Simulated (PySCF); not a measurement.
These 4 structures share the formula C8H15PS. Theory: PySCF, PBE0-D3(BJ)/def2-SVP geometry optimisation, gas phase. Energies are electronic, without zero-point or thermal terms, for one conformer each. No frequencies were run at this level. Point groups hold within 0.08 Å.

Question: Order them by energy at this level, lowest first, and give relative energies in kcal/mol.
A. `[CH3:1][CH:2]([CH3:3])[CH2:4][P:5]1(=[S:6])[CH2:7][CH:8]=[CH:9][CH2:10]1` with C1–C2–C4–P5 174°, C2–C4–P5–S6 -40°, C4–P5–C7–C8 -89°, P5–C7–C8–C9 -14°, C8–C9–C10–P5 14°, C4–P5–C10–C9 87°
B. `[CH2:1]1[CH2:2][CH:3]([P:4]2[CH2:5][CH2:6][S:7][CH2:8][CH2:9]2)[CH2:10]1` with C2–C3–P4–C5 178°, C10–C1–C2–C3 -18°, C1–C2–C3–P4 139°, C3–P4–C5–C6 -163°, P4–C5–C6–S7 68°
C. `[CH2:1]=[CH:2][P@@:3](=[S:4])([C:5](=[CH2:6])[CH3:7])[CH:8]([CH3:9])[CH3:10]` with C1–C2–P3–S4 0°, C2–P3–C5–C6 48°, C2–P3–C8–C9 65°
D. `[CH3:1][CH2:2][C:3]1=[C:4]([CH3:5])[CH2:6][CH2:7][P@@:8]1([CH3:9])=[S:10]` with C1–C2–C3–C4 -88°, C3–C4–C6–C7 -15°, C4–C6–C7–P8 21°, C6–C7–P8–C9 88°, C2–C3–P8–C7 -167°

Answer: D (0.0), A (7.1), C (32.3), B (34.2).

As drawn, the lowest has a C=C bond outside aromatic rings, which the highest lacks; the highest has a four-membered ring, which the lowest lacks. Neighbours under 2.5 kcal/mol apart (C=C[P@@](=S)(C(=C)C)C(C)C and C1CC(P2CCSCC2)C1) can change places with a better method, another conformer or zero-point energy.

| SMILES | E (Eh) | E rel (kcal/mol) | dipole (D) | point group | A, B, C (MHz) |
| --- | --- | --- | --- | --- | --- |
| CCC1=C(C)CC[P@@]1(C)=S | -1052.38748 | 0.0 | 5.23 | C1 | 1216, 870.0, 636.7 |
| CC(C)CP1(=S)CC=CC1 | -1052.37610 | 7.1 | 4.32 | C1 | 1301, 730.3, 605.5 |
| C=C[P@@](=S)(C(=C)C)C(C)C | -1052.33599 | 32.3 | 4.04 | C1 | 1001, 900.1, 785.9 |
| C1CC(P2CCSCC2)C1 | -1052.33290 | 34.2 | 1.51 | Cs | 2504, 513.5, 456.0 |

Q: How do the relative energies change in single points at PBE0/pcSseg-1 (no added dispersion term) on the same geometries?

A: 
```tsv
SMILES	PBE0-D3(BJ)/def2-SVP (kcal/mol)	PBE0/pcSseg-1 (kcal/mol)	shift
CCC1=C(C)CC[P@@]1(C)=S	0.0	0.0	0.0
CC(C)CP1(=S)CC=CC1	7.1	7.6	+0.5
C=C[P@@](=S)(C(=C)C)C(C)C	32.3	31.9	-0.4
C1CC(P2CCSCC2)C1	34.2	35.6	+1.4
```

Each column counts from its own lowest isomer. The order is unchanged; the largest shift is 1.4 kcal/mol.
